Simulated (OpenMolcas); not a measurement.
# Er: from CASSCF to CASPT2

```
Program             : OpenMolcas 26.06
Basis               : ANO-RCC-VTZP [8s7p5d3f2g1h]
Scalar Hamiltonian  : DKH2, point nucleus
Active space        : 12 electrons in 7 orbitals (4f)
State averaging     : 2S+1 = 3 even, 21 roots; 2S+1 = 1 even, 28 roots (27 in the spin-orbit step)
Spin-orbit coupling : RASSI with atomic mean-field integrals over the reference wave functions, term energies averaged over their components
```

Methods on the same reference wave functions:
A. CASSCF
B. SS-CASPT2, IPEA 0.25 Eh, imaginary shift 0.1 Eh (closed shells correlated: 5s 5p 6s)
C. XMS-CASPT2, IPEA 0.25 Eh, imaginary shift 0.1 Eh (closed shells correlated: 5s 5p 6s)

Energies in cm-1 above 4f12 6s2 3H6, the measured ground level; measured values from NIST Handbook of Basic Atomic Spectroscopic Data.

```json
{"Level": "4f12 6s2 3H6", "A": "0.0", "B": "0.0", "C": "0.0", "Measured": "0.0"}
{"Level": "4f12 6s2 3F4 [51 %]", "A": "6254", "B": "4930", "C": "5250", "Measured": ""}
{"Level": "4f12 6s2 3H5", "A": "7063", "B": "7080", "C": "7090", "Measured": "6958"}
{"Level": "4f12 6s2 3H4 [59 %]", "A": "11536", "B": "10890", "C": "11030", "Measured": "10751"}
{"Level": "4f12 6s2 3F3", "A": "14416", "B": "12450", "C": "12980", "Measured": "12378"}
{"Level": "4f12 6s2 3F2", "A": "15759", "B": "13410", "C": "13890", "Measured": "13098"}
{"Level": "4f12 6s2 1G4 [58 %]", "A": "19069", "B": "18490", "C": "18520", "Measured": ""}
{"Level": "4f12 6s2 1D2 [51 %]", "A": "31162", "B": "26570", "C": "26670", "Measured": ""}
{"Level": "4f12 6s2 1I6", "A": "37465", "B": "34030", "C": "33670", "Measured": ""}
{"Level": "4f12 6s2 3P1", "A": "41377", "B": "35240", "C": "34890", "Measured": ""}
{"Level": "4f12 6s2 3P2 [65 %]", "A": "41786", "B": "36170", "C": "36030", "Measured": ""}
{"Level": "4f12 6s2 3P0", "A": "42519", "B": "36380", "C": "36030", "Measured": ""}
```

Deviations, from unrounded energies. A percentage is the sum of absolute deviations over the sum of measured energies, with the sign that they share, or ± where signs differ.

```tsv
Against measurement	Levels	A	B	C
mean absolute deviation (cm-1)	4	1400	160	450
fine structure of the ground term (%)	2	+5.0	+1.5	+2.3
other terms of the ground configuration (%)	2	+18.4	+1.5	+5.5
```

B lies closest to measurement on these levels and A furthest from it. The largest miss of B in the table is 4f12 6s2 3F2, by +320 cm-1. The ranking rests on the paired levels alone, and a cruder setting can come out closer through cancelling errors.

Between B and C the level of the table that moves most is 4f12 6s2 3F3, by 530 cm-1 (lowest in B, highest in C). Moves below CASPT2's spread within the term are not significant.

The mean deviations of B to C differ by less than CASPT2's widest spread within a term (1600 cm-1), so their order carries little weight.

From A to B the spin-free energies of the other terms of 4f12 6s2 shown, above 3H, scale by factors of 0.73 to 0.93, as is usual when dynamic correlation screens the repulsion within a d or f shell.

The lowest spin-free term lies below A's lowest term by 1.200 hartree in B, 1.207 hartree in C.

CASPT2 breaks the degeneracy within a term, and the mean is taken; among the terms shown or strongly mixed into the levels shown the widest spread is 1600 cm-1 (4f12 6s2 1I, B). Some high roots are left out of the spin-orbit mixing, which shifts the levels that they would mix with. With the s shell closed, the reference lacks s² → p² mixing. Without dynamic correlation excited terms often stand tens of per cent too high (terms of higher spin than the ground term too low), and those without a measured partner can miss by more than the paired ones (holds for A). The CASPT2 spread within a term exceeds the gap to the next term for 4f12 6s2 1I and 4f12 6s2 3P, so the order of their levels is uncertain (holds for B; C). Computed and measured levels are paired by configuration, term and J; levels that our copy of the source lacks, or whose pairing is in doubt (as where it misses far off the trend of its configuration), stay unpaired and out of the deviations. Only configurations of the active space appear.

A share in square brackets marks a mixed level and gives the weight of the term that names it, the lowest over the columns.
